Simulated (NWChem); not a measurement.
A series in which one site is exchanged, each optimised at PBE0/def2-SVP with NWChem, gas phase unless a solvent is named. For some, no frequency run checked for a minimum. def2 effective core potentials on Ag, I; no spin-orbit coupling.

A: [Ag]([Cl])<-[OH2] (AgH2OCl; site = Cl)
B: [OH2]->[Ag][F] (AgH₂OF; site = F)
C: [OH2]->[Ag][I] (AgH₂OI; site = I)
D: [OH2]->[Ag][Br] (AgH$_{2}$OBr; site = Br)

Values for A:

* **dipole (D), PBE0/def2-SVP**: 8.69
* **orbital gap (eV), PBE0/def2-SVP**: 5.25
* **vertical ionisation energy, ΔSCF, B3LYP/def2-SVP (eV)**: 9.24
* **static polarisability, B3LYP/def2-SVPD (bohr³)**: 51.4
* **lowest singlet excitation, B3LYP/def2-SVPD, TDA (eV)**: 3.82

How do these values change for the other members?


```
change from A                                              B      C      D
-----------------------------------------------------  -----  -----  -----
dipole (D), PBE0/def2-SVP                              -0.29  +0.14  +0.57
orbital gap (eV), PBE0/def2-SVP                        +0.33  -0.66  -0.25
vertical ionisation energy, ΔSCF, B3LYP/def2-SVP (eV)  +0.38  -0.84  -0.39
static polarisability, B3LYP/def2-SVPD (bohr³)         -16.8  +26.3   +9.6
lowest singlet excitation, B3LYP/def2-SVPD, TDA (eV)   +0.41  -0.64  -0.29
```
